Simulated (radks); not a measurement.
Hg3+, 77 electrons, occupied as [Xe] 4f14 5d9. Calculated with a radial shooting solver on a logarithmic mesh with Libxc functionals: Dirac Kohn-Sham, BLYP, spin-unpolarised, spherical densities, finite nucleus; open shells are shared between the two j in proportion to 2j + 1; Fermi nuclear charge, rms radius 5.4648 fm.

Unscreened Slater integrals over Kohn-Sham orbitals (eV). Large and small components are both included.

integral,value
"F0(5d5/2,5d5/2)",17.440
"F2(5d5/2,5d5/2)",9.0927
"F4(5d5/2,5d5/2)",6.0444
"F0(5d5/2,5d3/2)",17.722
"F2(5d5/2,5d3/2)",9.2339
"G2(5d5/2,5d3/2)",9.2204
"G4(5d5/2,5d3/2)",6.1328
"F0(5d5/2,5p3/2)",19.630
"F2(5d5/2,5p3/2)",9.8552
"G1(5d5/2,5p3/2)",12.017
"G3(5d5/2,5p3/2)",7.4519
"F0(5d5/2,5p1/2)",20.194
"G3(5d5/2,5p1/2)",6.8187
"F0(5d3/2,5d3/2)",18.020
"F2(5d3/2,5d3/2)",9.3995
"F0(5d3/2,5p3/2)",20.053
"F2(5d3/2,5p3/2)",10.201
"G1(5d3/2,5p3/2)",12.633
"G3(5d3/2,5p3/2)",7.8363
"F0(5d3/2,5p1/2)",20.665
"G1(5d3/2,5p1/2)",11.724
"F0(5p3/2,5p3/2)",23.059
"F2(5p3/2,5p3/2)",12.426
"F0(5p3/2,5p1/2)",24.070
"G2(5p3/2,5p1/2)",12.601
"F0(5p1/2,5p1/2)",25.282
